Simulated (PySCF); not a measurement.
Computed shifts of a molecule CH₃FO₂Si, PBE/pcSseg-1 run with PySCF, GIAO, gas phase, equivalent atoms averaged, in ppm (number of nuclei): ¹³C: 180.3 (1). ²⁹Si: -31.6 (1). ¹⁹F: -236.9 (1). ¹H: 6.74 (1), 5.42 (2). References: ¹⁷O against H2O (σ = 334.3 ppm); ¹³C against TMS (σ = 182.0 ppm); ²⁹Si against TMS (σ = 335.4 ppm); ¹⁹F against CFCl3 (σ = 133.6 ppm); ¹H against TMS (σ = 31.49 ppm), references at their B3LYP-D3(BJ)/def2-TZVP geometries, non-relativistic. The structure is a stationary point at PBE0-D3(BJ)/def2-SVP. The values are those of a single conformer.

**Question.** Pick the molecule that these values belong to.
(A) O=CO[SiH2]F
(B) F[SiH]1OCO1
(C) O=C[Si@@H](O)F
(D) O=C(O)[SiH2]F

**Answer.** D, O=C(O)[SiH2]F
